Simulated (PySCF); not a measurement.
Steps of a relaxation of [Ce(NH2)4]−

[Ce(NH2)4]− (singlet in the valence; each metal's 4f electrons, 1 of them, lie in its core potential, out of spins and levels). PySCF 2.14.0, RKS PBE0, Ce lcecp-1-SVP with ECP47, N def2-SVP, H def2-SVP; non-relativistic Hamiltonian with scalar-relativistic core potentials where named; density fitting; no spin-orbit coupling. Origin of the start: displaced along the imaginary mode. Columns: position (Å) and force (eV/Å). Energies are counted from the last step; some of the 25 steps are shown. Forces carry noise of the integration grid, about 0.01 to 0.03 eV/Å.

Run from Python with OMP_NUM_THREADS=2. Where DIIS fails, smearing, a level shift and second-order steps follow.
It took 3.1 min on 2 threads of Arm Neoverse V2, on a shared host, from the converged density of the start.

```xyz
13
step 0  E = 0.256 eV
Ce    0.0000    0.0000    0.0000     0.00    0.00    0.00
N     1.2142    1.4430    1.4459     0.73    0.53    0.61
H     1.4106    1.2781    2.4662    -0.09    0.36   -1.19
H     1.8318    2.2372    1.1363    -0.62   -0.92    0.57
N    -1.2142   -1.4459    1.4430    -0.73   -0.61    0.53
H    -1.8318   -1.1363    2.2372     0.62   -0.57   -0.92
H    -1.4106   -2.4662    1.2781     0.09    1.19    0.36
N     1.2142   -1.4430   -1.4459     0.73   -0.53   -0.61
H     1.8318   -2.2372   -1.1363    -0.62    0.92   -0.57
H     1.4106   -1.2781   -2.4662    -0.09   -0.36    1.19
N    -1.2142    1.4459   -1.4430    -0.73    0.61   -0.53
H    -1.4106    2.4662   -1.2781     0.09   -1.19   -0.36
H    -1.8318    1.1363   -2.2372     0.62    0.57    0.92
```

```xyz
13
step 8  E = 0.027 eV
Ce    0.0000    0.0000    0.0000     0.00    0.00    0.00
N     1.3220    1.3819    1.4039     0.10    0.06   -0.14
H     1.3162    1.3882    2.4234     0.01    0.03    0.10
H     2.1079    1.9848    1.1381    -0.10   -0.11    0.04
N    -1.3220   -1.4039    1.3819    -0.10    0.14    0.06
H    -2.1079   -1.1381    1.9848     0.10   -0.04   -0.11
H    -1.3162   -2.4234    1.3882    -0.01   -0.10    0.03
N     1.3220   -1.3819   -1.4039     0.10   -0.06    0.14
H     2.1079   -1.9848   -1.1381    -0.10    0.11   -0.04
H     1.3162   -1.3882   -2.4234     0.01   -0.03   -0.10
N    -1.3220    1.4039   -1.3819    -0.10   -0.14   -0.06
H    -1.3162    2.4234   -1.3882    -0.01    0.10   -0.03
H    -2.1079    1.1381   -1.9848     0.10    0.04    0.11
```

```xyz
13
step 16  E = 0.002 eV
Ce    0.0000    0.0000    0.0000     0.00    0.00    0.00
N     1.4033    1.3143    1.3857     0.00   -0.02    0.02
H     1.3466    1.4841    2.3914     0.01    0.00   -0.01
H     2.2906    1.7303    1.0952     0.00    0.02   -0.01
N    -1.4034   -1.3857    1.3143     0.00   -0.02   -0.02
H    -2.2905   -1.0952    1.7304    -0.01    0.01    0.02
H    -1.3465   -2.3914    1.4842    -0.01    0.01    0.00
N     1.4033   -1.3143   -1.3857     0.00    0.02   -0.02
H     2.2906   -1.7303   -1.0952     0.00   -0.02    0.01
H     1.3466   -1.4841   -2.3914     0.01    0.00    0.01
N    -1.4034    1.3857   -1.3143     0.00    0.02    0.02
H    -1.3465    2.3914   -1.4842    -0.01   -0.01    0.00
H    -2.2905    1.0952   -1.7304    -0.01   -0.01   -0.02
```

Problem. Where does the relaxation end?

Solution. It converges at step 24 in S4:
```xyz
13
step 24  E = 0
Ce   -0.0001    0.0000    0.0000
N     1.4165    1.2940    1.3918
H     1.3928    1.4756    2.3962
H     2.2780    1.7362    1.0623
N    -1.4167   -1.3918    1.2939
H    -2.2784   -1.0626    1.7360
H    -1.3921   -2.3964    1.4759
N     1.4165   -1.2940   -1.3918
H     2.2780   -1.7362   -1.0623
H     1.3928   -1.4756   -2.3962
N    -1.4167    1.3918   -1.2939
H    -1.3921    2.3964   -1.4759
H    -2.2784    1.0626   -1.7360
```

Problem. How did the contacts change?

Solution. 
```tsv
contact	start (Å)	end (Å)
Ce1–N2 (NH2)	2.376	2.370
Ce1–N5 (NH2)	2.376	2.370
Ce1–N8 (NH2)	2.376	2.370
Ce1–N11 (NH2)	2.376	2.370
```


No frequency check is given that shows the relaxed geometry to be a minimum, and it was reached by following one of several unstable modes of a saddle point. An lcecp potential fixes the number of 4f electrons, so in runs with it no electron can move into or out of that shell.
